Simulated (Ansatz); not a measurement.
## One elementary step

Start structure (SiH3Cl3O, closed shell), relaxed at PBE0-D4/def2-TZVP:

Si1  (-0.218, 1.039, -0.087)
O2  (-0.403, -0.539, 0.296)
Cl3  (-1.676, 1.634, -1.375)
Cl4  (-0.336, 2.195, 1.583)
H5  (1.103, 1.164, -0.710)
H6  (0.910, -1.903, -0.072)
Cl7  (1.835, -2.761, -0.353)
H8  (-1.216, -0.829, 0.718)
(Å)

The step: SiH₂Cl₂O ([OH][SiH]([Cl])[Cl]) + HCl → SiHCl₃ ([Cl][SiH]([Cl])[Cl]) + H₂O; bonds formed: Si1–Cl7, O2–H6; bonds broken: Si1–O2, H6–Cl7. Ansatz 0.2.0; basis: def2-TZVPP and def2-QZVPP; cores frozen in the correlated methods. Extrapolation: Hartree–Fock as exp(−7.88 √X), correlation as X^−2.97. Energies below are by CCSD(T) at an estimated basis limit (MP2 extrapolated from triple and quadruple zeta, plus CCSD(T) − MP2 in triple zeta).

Problem. What are the electronic barrier and the energy of the step, from the start structure to the end structure? (An estimate is asked for; the value comes from the calculation.)

Solution. The calculation gives: Barrier 25.85 kcal/mol; step energy 4.76 kcal/mol (uphill); reverse barrier, their difference, 21.10 kcal/mol. Barrier and step energy count from the start structure, the reverse barrier from the end structure.

The saddle point: One imaginary mode of 308i cm⁻¹.
| pair | start (Å) | saddle (Å) | end (Å) |
| --- | --- | --- | --- |
| Si1–Cl7 | 4.33 | 2.53 | 2.04 |
| O2–H6 | 1.93 | 1.08 | 0.96 |
| Si1–O2 | 1.63 | 1.77 | 3.71 |
| H6–Cl7 | 1.29 | 1.72 | 2.87 |

Zero-point energy (harmonic, PBE0-D4): ZPE is 22.19 kcal/mol at the start and 22.76 kcal/mol at the saddle, so the barrier goes from 25.85 to 26.41 kcal/mol.

T1 diagnostic: at most 0.010.

Hydrogen chloride, the by-product of chloride precursors, can attack films and sites by steps of this kind.

Labels in which every atom is bracketed show which atoms are joined, not bond orders.

For scale, one of the runs: CCSD(T)/def2-TZVPP, 241 basis functions, launched by `ansatz run in.yaml --threads 8 --pin off --events-out ev --progress --plain --max-ram 19148MiB`. Time: 65 s of wall clock on 8 CPU threads of an Arm Neoverse V2; the host was shared. Peak host memory: 4.3 GiB.
